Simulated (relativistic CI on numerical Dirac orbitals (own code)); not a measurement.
# The 4f ions of charge 2+

Method of calculation: Dirac-Coulomb-Breit CI, separate exchange-only KLI orbitals for each configuration, model QED (radiative potential, 1s self-energy scaled to tabulated hydrogen-like ionisation energies), valence Slater integrals scaled by 0.85 (own radial code, finite nucleus).

Each species is treated in one configuration, given outside its closed core, with all valence electrons in the open shell. Radial values are for the open shell of highest l, unscaled and averaged over j; ζ includes the Breit term. Labels give the leading LS character, summed over repeated terms.

| Ion | Configuration | Its lowest level | LS weight (%) | ζ (cm⁻¹) | F² (cm⁻¹) | F⁴ (cm⁻¹) | g_J | g√(J(J+1)) |
| --- | --- | --- | --- | --- | --- | --- | --- | --- |
| La²⁺ | 4f | ²F°5/2 | 100 | 391.4 |  |  | 0.856 | 2.53 |
| Ce²⁺ | 4f² | ? | ? | ? | ? | ? | ? | ? |
| Pr²⁺ | 4f³ | ⁴I°9/2 | 98 | 635.5 | 82050 | 50700 | 0.731 | 3.63 |
| Nd²⁺ | 4f⁴ | ⁵I4 | 98 | 767.6 | 87200 | 53980 | 0.603 | 2.70 |
| Pm²⁺ | 4f⁵ | ⁶H°5/2 | 97 | 909.4 | 91880 | 56960 | 0.294 | 0.87 |
| Sm²⁺ | 4f⁶ | ⁷F0 | 94 | 1062 | 96220 | 59710 |  | 0.00 |
| Eu²⁺ | 4f⁷ | ⁸S°7/2 | 98 | 1227 | 100300 | 62290 | 1.994 | 7.91 |
| Gd²⁺ | 4f⁸ | ⁷F6 | 96 | 1404 | 104200 | 64740 | 1.493 | 9.68 |
| Tb²⁺ | 4f⁹ | ⁶H°15/2 | 94 | 1595 | 107900 | 67070 | 1.325 | 10.58 |
| Dy²⁺ | 4f¹⁰ | ⁵I8 | 94 | 1801 | 111400 | 69320 | 1.241 | 10.53 |
| Ho²⁺ | 4f¹¹ | ⁴I°15/2 | 97 | 2022 | 114900 | 71490 | 1.196 | 9.55 |
| Er²⁺ | 4f¹² | ³H6 | 99 | 2259 | 118200 | 73600 | 1.165 | 7.55 |
| Tm²⁺ | 4f¹³ | ²F°7/2 | 100 | 2513 |  |  | 1.142 | 4.53 |

(1) Fill in the row of Ce²⁺.

NIST ASD lists another ground level for La²⁺ (2D3/2), Gd²⁺ (9D°2).

At low charge ζ of a weakly bound d or f electron comes out too small.

Results:

(1) Its lowest level ³H4; LS weight (%) 97; ζ (cm⁻¹) 511.2; F² (cm⁻¹) 76180; F⁴ (cm⁻¹) 46950; g_J 0.804; g√(J(J+1)) 3.60.
